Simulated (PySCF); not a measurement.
5,5-difluorocyclopenta-1,3-diene (C5H4F2), SMILES FC1(F)C=CC=C1.

Geometry: PBE0-D3(BJ)/def2-SVP. One conformer was computed; it need not be the lowest.

Two levels are set side by side: PBE/def2-TZVP (PySCF) and r2SCAN/def2-TZVP (PySCF). Same geometry, gas phase. Differences are taken from unrounded values.

| quantity | r2SCAN |
|---|---|
| orbital gap (eV) | 3.42 |
| highest occupied level (eV) | -6.11 |
| lowest empty level (eV) | -2.69 |
| dipole moment (D) | 2.34 |
| mean polarisability (bohr³) | 54.2 |

**Question.** What does PBE give, and how far is it from r2SCAN? (The exact figures need the calculation; the answer reports its results.)

**Answer.** 
```json
[
 {"quantity": "orbital gap (eV)", "PBE": "3.14", "PBE minus r2SCAN": "-0.29"},
 {"quantity": "highest occupied level (eV)", "PBE": "-5.94", "PBE minus r2SCAN": "0.17"},
 {"quantity": "lowest empty level (eV)", "PBE": "-2.81", "PBE minus r2SCAN": "-0.12"},
 {"quantity": "dipole moment (D)", "PBE": "2.22", "PBE minus r2SCAN": "-0.12"},
 {"quantity": "mean polarisability (bohr³)", "PBE": "55.0", "PBE minus r2SCAN": "0.8"}
]
```

Rough cost on one machine, each run with all the roots and properties that it gave: r2SCAN against PBE about 3 times.
